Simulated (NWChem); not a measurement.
System: SiNH2Cl2F; SMILES N[Si](F)(Cl)Cl

Here is an NWChem input.

```
start job
memory heap 200 mb stack 900 mb global 1100 mb
geometry units angstroms noautosym nocenter noautoz
  N      1.377654    -0.064426     1.322840
  Si     0.329161    -0.004940    -0.015207
  F      1.051549    -0.154569    -1.468781
  Cl    -1.002422    -1.566009     0.109478
  Cl    -0.611727     1.822655    -0.045442
  H      1.941573     0.742787     1.592996
  H      1.745719    -0.950537     1.671932
end
basis spherical
  N library 6-31g*
  Si library 6-31g*
  F library 6-31g*
  Cl library 6-31g*
  H library 6-31g*
end
dft
  xc m05-2x
  iterations 150
end
cosmo
  do_cosmo_smd true
  solvent anisole
end
task dft energy
```

NWChem printed, in part:

```
             Northwest Computational Chemistry Package (NWChem) 7.3.0
             --------------------------------------------------------

                             Geometry "geometry" -> ""
                             -------------------------

 Output coordinates in angstroms (scale by  1.889725989 to convert to a.u.)

  No.       Tag          Charge          X              Y              Z
 ---- ---------------- ---------- -------------- -------------- --------------
    1 N                    7.0000     1.37765400    -0.06442600     1.32284000
    2 Si                  14.0000     0.32916100    -0.00494000    -0.01520700
    3 F                    9.0000     1.05154900    -0.15456900    -1.46878100
    4 Cl                  17.0000    -1.00242200    -1.56600900     0.10947800
    5 Cl                  17.0000    -0.61172700     1.82265500    -0.04544200
    6 H                    1.0000     1.94157300     0.74278700     1.59299600
    7 H                    1.0000     1.74571900    -0.95053700     1.67193200

 Effective nuclear repulsion energy (a.u.)     373.2362421800

                                 NWChem DFT Module
                                 -----------------

 Summary of "ao basis" -> "ao basis" (spherical)
 ------------------------------------------------------------------------------
       Tag                 Description            Shells   Functions and Types
 ---------------- ------------------------------  ------  ---------------------
 N                           6-31g*                  6       14   3s2p1d
 Si                          6-31g*                  8       18   4s3p1d
 F                           6-31g*                  6       14   3s2p1d
 Cl                          6-31g*                  8       18   4s3p1d
 H                           6-31g*                  2        2   2s

 in cosmo_initialize ...
 calling solv_data for solv:anisole

 solvent parameters
 solvname_short: anisole
 solvname_long:  anisole
 dielec:        4.2247
 dielecinf:     2.3025
 nonaqueous SMD model solvent descriptors
 dielec:        4.2247
 sola:          0.0000
 solb:          0.2900
 solc:          0.7500
 solg:         50.5200
 solh:          0.0000
 soln:          1.5174

          ---------------
          -cosmo- solvent
          ---------------
 Cosmo: York-Karplus, doi: 10.1021/jp992097l
 dielectric constant -eps-     =   4.22
 screen = (eps-1)/(eps    )    =   0.76330
 surface charge correction     = lagrangian

[...]

                                COSMO-SMD solvation results
                                ---------------------------

             internal energy in gas <Psi(g)|H|Psi(g)> =     -1365.783360567882
         internal energy in solvent <Psi(s)|H|Psi(s)> =     -1365.782612644636
                               delta internal energy  =         0.000747923246 (    0.47 kcal/mol)
   total free energy in solvent <Psi(s)|H+V/2|Psi(s)> =     -1365.791545499909
 polarization energy contribution <Psi(s)|V/2|Psi(s)> =        -0.008932855273 (   -5.61 kcal/mol)
    total free energy in solvent including G(SMD-CDS) =     -1365.792400062602
                       G(SMD-CDS) energy contribution =        -0.000854562693 (   -0.54 kcal/mol)
     1 M fixed-concentration free energy of solvation =        -0.009039494720 (   -5.67 kcal/mol)

                       DFT Final Molecular Orbital Analysis
                       ------------------------------------

 Vector   31  Occ=2.000000D+00  E=-4.072299D-01
              MO Center= -7.4D-01,  1.3D-01,  2.8D-02, r^2= 4.1D+00
   Bfn.  Coefficient  Atom+Function         Bfn.  Coefficient  Atom+Function
  ----- ------------  ---------------      ----- ------------  ---------------
    55      0.507161  4 Cl pz                73     -0.503065  5 Cl pz
    59      0.283205  4 Cl pz                77     -0.281016  5 Cl pz
    51     -0.196947  4 Cl pz                69      0.195372  5 Cl pz
    36     -0.090701  3 F  py                72     -0.074938  5 Cl py
    40     -0.067083  3 F  py                71     -0.060522  5 Cl px

 Vector   32  Occ=2.000000D+00  E=-3.992709D-01
              MO Center= -7.4D-01,  1.2D-01,  1.8D-02, r^2= 4.2D+00
   Bfn.  Coefficient  Atom+Function         Bfn.  Coefficient  Atom+Function
  ----- ------------  ---------------      ----- ------------  ---------------
    71      0.411298  5 Cl px                54      0.403571  4 Cl py
    53     -0.327604  4 Cl px                72      0.311962  5 Cl py
    58      0.220779  4 Cl py                75      0.221850  5 Cl px
    57     -0.175971  4 Cl px                76      0.171579  5 Cl py
    67     -0.159293  5 Cl px                50     -0.156081  4 Cl py

 Vector   33  Occ=2.000000D+00  E=-3.548303D-01
              MO Center=  1.1D+00, -4.1D-02,  1.1D+00, r^2= 1.9D+00
   Bfn.  Coefficient  Atom+Function         Bfn.  Coefficient  Atom+Function
  ----- ------------  ---------------      ----- ------------  ---------------
     3      0.387110  1 N  px                 5     -0.375526  1 N  pz
     7      0.331048  1 N  px                 9     -0.331614  1 N  pz
    73      0.164538  5 Cl pz                55      0.159302  4 Cl pz
    37     -0.101906  3 F  pz                77      0.096663  5 Cl pz
    59      0.091828  4 Cl pz                25      0.084078  2 Si px

 Vector   34  Occ=0.000000D+00  E= 5.465118D-02
              MO Center= -2.8D-01,  6.5D-02, -1.3D-02, r^2= 4.1D+00
   Bfn.  Coefficient  Atom+Function         Bfn.  Coefficient  Atom+Function
  ----- ------------  ---------------      ----- ------------  ---------------
    24      1.337892  2 Si s                 20      0.566653  2 Si s
    76      0.498002  5 Cl py                 6     -0.490807  1 N  s
    56     -0.456718  4 Cl s                 74     -0.456080  5 Cl s
    58     -0.442753  4 Cl py                21     -0.358498  2 Si px
    25     -0.331178  2 Si px                72      0.297111  5 Cl py

[...]
```

Level: M05-2X/6-31G* (spherical d), SMD on the gas-phase geometry. The geometry was optimised at PBE-D3(BJ)/def2-SVP. Solvent: anisole.
